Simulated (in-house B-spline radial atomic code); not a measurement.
Configurations of Sc⁷⁺, with energies counted from [Ne] 3s2 3p2. Computed with a B-spline radial code for spherical atoms: non-relativistic r2SCAN, spin-polarised, spherical fractional occupations, point nucleus. Shells without spins written out take the highest spin.

Occupations are held fixed; configurations that lie above the ionisation limit could autoionise.

```tsv
configuration	E - E(ref) (eV)	highest orbital	its <r> (bohr)
[Ne] 3s1 3p3	12.654	3p up	0.9881
[Ne] 3s1 3p2 4p1	98.875	4p up	2.104
[Ne] 3s(0 up, 1 down) 3p(0 up, 2 down) 4d(1 up, 0 down)	111.47	4d up	2.249
[Ne] 3s1 3p2 4f1	117.21	4f up	2.084
[He] 2s2 2p(2 up, 3 down) 3s2 3p(0 up, 2 down) 3d(0 up, 1 down)	427.11	3d down	0.9389
[He] 2s2 2p5 3s2 3p2 4s1	473.37	4s up	1.966
[He] 2s2 2p5 3s2 3p2 4p1	481.56	4p up	2.056
```

(1) Order these further configurations by energy, lowest first.
A. [He] 2s2 2p5 3s2 3p2 4f1
B. [He] 2s2 2p5 3s2 3p2 4d1
C. [Ne] 3s1 3p2 3d1
D. [Ne] 3s2 3p(1 up, 1 down)
E. [Ne] 3s2 3p1 3d1

(2) How far above the reference does [Ne] 3s2 3p(1 up, 0 down) 4d(1 up, 0 down) lie?

(3) How far above the reference does [He] 2s2 2p(3 up, 2 down) 3s2 3p(2 up, 1 down) lie?

Results:

(1) D (3.0894 eV), E (36.045 eV), C (49.01 eV), B (493.33 eV), A (501.39 eV).

(2) 95.828 eV; its least bound orbital is 4d up with <r> = 2.244 bohr.

(3) 397.06 eV; its least bound orbital is 3p down with <r> = 0.9649 bohr.
